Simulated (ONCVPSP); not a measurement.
Reading a pseudo-wave (copper)

Columns: radius, all-electron u(r) and pseudo u(r) of the 3s shell (level -119.02 eV) of copper in the configuration [Ne] 3s2 3p6 3d10; LDA (Perdew-Wang 92), non-relativistic, ONCV scheme, ONCVPSP 4.0.1.

| r (bohr) | all-electron | pseudo |
| --- | --- | --- |
| 0.060 | 0.1212 | 0.1546 |
| 0.120 | -0.5475 | 0.3087 |
| 0.180 | -0.6830 | 0.4616 |
| 0.240 | -0.3964 | 0.6117 |
| 0.300 | 0.0565 | 0.7558 |
| 0.360 | 0.5023 | 0.8891 |
| 0.420 | 0.8599 | 1.0054 |
| 0.480 | 1.1064 | 1.0988 |
| 0.540 | 1.2489 | 1.1645 |
| 0.600 | 1.3069 | 1.2003 |
| 0.660 | 1.3010 | 1.2052 |
| 0.720 | 1.2517 | 1.1812 |
| 0.780 | 1.1748 | 1.1311 |
| 0.840 | 1.0823 | 1.0599 |
| 0.900 | 0.9831 | 0.9739 |
| 0.960 | 0.8831 | 0.8804 |
| 1.020 | 0.7863 | 0.7858 |
| 1.080 | 0.6952 | 0.6951 |
| 1.140 | 0.6110 | 0.6110 |
| 1.200 | 0.5344 | 0.5344 |
| 1.260 | 0.4656 | 0.4656 |
| 1.320 | 0.4042 | 0.4042 |
| 1.380 | 0.3499 | 0.3499 |
| 1.440 | 0.3021 | 0.3021 |
| 1.500 | 0.2603 | 0.2603 |
| 1.560 | 0.2238 | 0.2238 |

How many radial nodes do the two functions have?

The all-electron 3s function has n − l − 1 = 2; the pseudo-wave has 0, since the states of the same l below it are removed with the core.

At about which radius was the pseudo-wave matched?

1.20 bohr. The columns agree to 0.0005 from 1.02 bohr on; several derivatives are matched, so the curves merge somewhat inside the radius.

Is the pseudo-wave norm-conserving?

Yes: the ONCV scheme keeps the norm inside the radius equal to the all-electron one, which fixes the energy derivative of the logarithmic derivative at the level.
